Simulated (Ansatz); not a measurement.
Reaction (formal exchange of groups at a Cd–O bond): `C[CH2][Cd][OH]` + `CC` → `C[CH2][Cd][CH2]C` + H₂O

Isolated molecules relaxed with PBE0-D4/def2-TZVP in Ansatz; ΔE leaves out vibrations. CBS: MP2 limit from def2 TZ/QZ plus the TZ coupled-cluster correction, frozen cores. This one scheme is used for every species. DFT in def2-TZVPP. def2 core potentials past Kr. For Cd outer-core shells are correlated without core-valence functions, which leaves a few kJ/mol of doubt a bond. Each species was taken in one conformer, which may not be the lowest.

(1) Is it downhill or uphill in electronic energy at CCSD(T)/CBS, and by how much? (Estimate.)

(2) What do these levels give: PBE-D4, revPBE-D4, r2SCAN0-D4, BHLYP-D4, ωB97X-V, B2PLYP, PBE, r2SCAN, r2SCAN0, MP2/def2-SVP, HF/def2-TZVPP, CCSD/CBS(def2)? (An estimate is asked.)

Largest T1 diagnostic among the species: 0.014.

Results:

(1) Computed: Uphill: ΔE = +13.2 kcal/mol.

(2) The calculation gave: PBE-D4 13.6, revPBE-D4 13.3, r2SCAN0-D4 13.9, BHLYP-D4 14.7, ωB97X-V 15.0, B2PLYP 15.2, PBE 14.5, r2SCAN 15.3, r2SCAN0 14.2, MP2/def2-SVP 13.4, HF/def2-TZVPP 17.3, CCSD/CBS(def2) 13.8 kcal/mol.

From BLYP to BHLYP (50 % exact exchange), in def2-TZVPP and without D4, ΔE moves by −1.1 kcal/mol. The D4 term adds −1.4 kcal/mol with B3LYP and −0.8 kcal/mol with PBE0; it sums over pairs of atoms, weighted by their polarisabilities, and B3LYP, whose exchange is more repulsive, gets the larger term. Leaving LDA and LC-ωPBE aside and taking each functional with its dispersion term where it has one, the values, not all of them listed here, spread over 3.8 kcal/mol, from HSE06-D4 to B97M-V. LDA lies −2.0 kcal/mol from PBE without D4.

B3LYP here is the variant with VWN-RPA as its local correlation; programs differ in this.
